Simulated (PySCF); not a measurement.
Optical rotation: `CO[C@H]([SiH3])[C@H](C)O`, C4H12O2Si

Geometry:
```csv
atom,x (Å),y (Å),z (Å)
C1,-1.974,-1.583,-0.133
O2,-1.357,-0.554,-0.858
C3,-0.485,0.265,-0.100
Si4,-0.287,1.851,-1.155
C5,0.897,-0.358,0.106
C6,1.463,-0.054,1.490
O7,1.708,0.202,-0.911
H8,-2.575,-1.178,0.692
H9,-1.246,-2.290,0.284
H10,-2.624,-2.110,-0.829
H11,-0.945,0.466,0.877
H12,0.030,1.504,-2.529
H13,-1.599,2.512,-1.100
H14,0.695,2.739,-0.529
H15,0.847,-1.450,-0.039
H16,1.498,1.024,1.638
H17,2.472,-0.454,1.590
H18,0.840,-0.497,2.262
H19,2.633,-0.026,-0.765
```

Method: TDDFT LC-wPBE/def2-SVPD circular dichroism and optical rotation, one conformer, gas phase in PySCF. Geometry: GFN2-xTB.

The molecule is flexible and this is one conformer; a measurement averages over conformers.

Stereocentres: C3 R, C5 S.

Task: What is the specific rotation at 633, 589.3, 546, 436, 405, 365, 355 nm?

Result: [α] in deg dm⁻¹ (g/mL)⁻¹:
```
λ (nm)  origin-invariant length gauge  modified velocity gauge  length gauge (centre of mass)  isotropic polarisability (au)
   633                         +127.0                   +133.6                         +127.4                           85.4
 589.3                         +148.3                   +155.9                         +148.7                           85.7
   546                         +175.2                   +184.3                         +175.8                           86.0
   436                         +291.6                   +306.5                         +292.6                           87.4
   405                         +347.1                   +364.8                         +348.3                           88.0
   365                         +447.4                   +470.2                         +449.1                           89.1
   355                         +479.7                   +504.2                         +481.5                           89.5
```

Task: And for the mirror image at 589.3 nm?

Result: -148.3 deg dm⁻¹ (g/mL)⁻¹ (origin-invariant length gauge): the same size and the opposite sign.

Task: What is the molar rotation [Φ] = [α]·M/100 of the geometry above at 589.3 nm?

Result: With M = 120.22 g/mol, +178.3 deg cm² dmol⁻¹ (origin-invariant length gauge).

The first excitation lies at 7.65 eV (162 nm) with R = +5.1 × 10⁻⁴⁰ esu² cm² (velocity form).
